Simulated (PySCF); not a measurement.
# Correlation energy of Ga⁺ (gallium, charge +1)

[Ar] 3d10 4s2, closed-shell 1S. Computed with PySCF 2.14 in pcseg-2, with no relativity, point nucleus. Frozen: [Ar] 3d10; 2 electrons correlated.

Total MP2 correlation energy: -26.10 mhartree.

Same-spin part 0.00 and opposite-spin part -26.10 mhartree; SCS-MP2 scales them by 1/3 and 6/5 to -31.32 mhartree.

With two correlated electrons CCSD is exact within the correlated space (frozen core and kept virtual orbitals).

| level | correlation energy (mhartree) |
| --- | --- |
| CCSD | -36.82 |

Diagnostics: T1 = 0.0055, D1 = 0.0078, largest double amplitude 0.099.

Cost of the coupled-cluster step: 0.14 s of wall time on 1 thread of Neoverse-N1 (shared host), for 2 correlated electrons.
